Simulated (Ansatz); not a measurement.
Cost and result for the atomization energy of C₂H₅FS₂Si, SMILES `F/C=C(\[SiH3])SS` (11 atoms, 10 bonds).

```
atom   x (Å)   y (Å)   z (Å)
  F1  -0.597  -1.100  -2.370
  C2   0.024  -0.056  -1.828
  C3   0.248   0.039  -0.522
 Si4  -0.236  -1.219   0.772
  S5   1.236   1.423  -0.033
  S6  -0.072   2.650   0.956
  H7   0.323   0.679  -2.570
  H8  -1.286  -2.134   0.264
  H9   0.969  -1.995   1.162
 H10  -0.737  -0.486   1.961
 H11   0.127   2.198   2.209
```

Charge 0, multiplicity 1. The geometry is a stationary point of PBE0-D4/def2-TZVP. It is one conformer, not always the lowest. Program: Ansatz. All runs use 4 threads of an Intel Xeon 6975P-C on a shared host. Times are those of one run each, without the atoms' runs, and a repeat can differ threefold. Electronic energies, without spin–orbit coupling; frozen cores. CCSD(T)/CBS adds CCSD(T) − MP2 in def2-TZVPP to the MP2 limit, and its time is that of the two runs behind it. T1 = 0.013. B3LYP takes the VWN-RPA correlation (the form of Gaussian; ORCA's B3LYP/G).

CCSD(T)/CBS is a level of theory with its own doubt, some kJ/mol a heavy atom from the limit and from the frozen cores, so smaller differences don't rank the functionals.

```json
{"level": "PBE-D4/def2-TZVPP (with forces)", "functions": "289", "wall time": "1.9 s"}
{"level": "PBE0-D4/def2-TZVPP", "functions": "289", "wall time": "2.7 s"}
{"level": "r2SCAN-D4/def2-TZVPP (with forces)", "functions": "289", "wall time": "3.1 s"}
{"level": "B3LYP-D4/def2-TZVPP (with forces)", "functions": "289", "wall time": "4.1 s"}
{"level": "B2PLYP/def2-TZVPP", "functions": "289", "wall time": "4.8 s"}
{"level": "ωB97X-V/def2-TZVPP", "functions": "289", "wall time": "6 s"}
{"level": "ωB97M-V/def2-TZVPP (with forces)", "functions": "289", "wall time": "8.5 s"}
{"level": "MP2/def2-QZVPP", "functions": "531", "wall time": "18 s"}
{"level": "CCSD(T)/def2-TZVPP", "functions": "289", "wall time": "77 s"}
{"level": "CCSD(T)/CBS(def2)", "functions": "–", "wall time": "95 s"}
```

(1) What atomization energy does each give, and how far from CCSD(T)/CBS? (Best estimate.)

Results:

(1) Computed: 
```csv
level,atomization (kcal/mol),difference from CCSD(T)/CBS,per bond
PBE-D4/def2-TZVPP (with forces),933.0,27.8,2.8
PBE0-D4/def2-TZVPP,910.8,5.6,0.6
r2SCAN-D4/def2-TZVPP (with forces),912.2,7.0,0.7
B3LYP-D4/def2-TZVPP (with forces),904.7,-0.5,0.0
B2PLYP/def2-TZVPP,891.3,-13.9,-1.4
ωB97X-V/def2-TZVPP,911.8,6.6,0.7
ωB97M-V/def2-TZVPP (with forces),911.8,6.6,0.7
MP2/def2-QZVPP,912.1,6.9,0.7
CCSD(T)/def2-TZVPP,876.1,-29.1,-2.9
CCSD(T)/CBS(def2),905.2,0.0,0.0
```

In def2-TZVPP, CCSD(T) changes the Hartree–Fock value by +244.7 kcal/mol (the triples alone add +18.8 kcal/mol) and MP2 by +263.5 kcal/mol; breaking electron pairs costs correlation energy, which Hartree–Fock lacks. From PBE to PBE0 (25 % exact exchange), in def2-TZVPP and without D4, the atomization energy moves by −21.0 kcal/mol: exact exchange takes away binding that semilocal exchange gives to molecules. The D4 term adds +12.9 kcal/mol with B3LYP and +6.8 kcal/mol with PBE0; it sums over pairs of atoms, weighted by their polarisabilities, and B3LYP, whose exchange is more repulsive, gets the larger term.
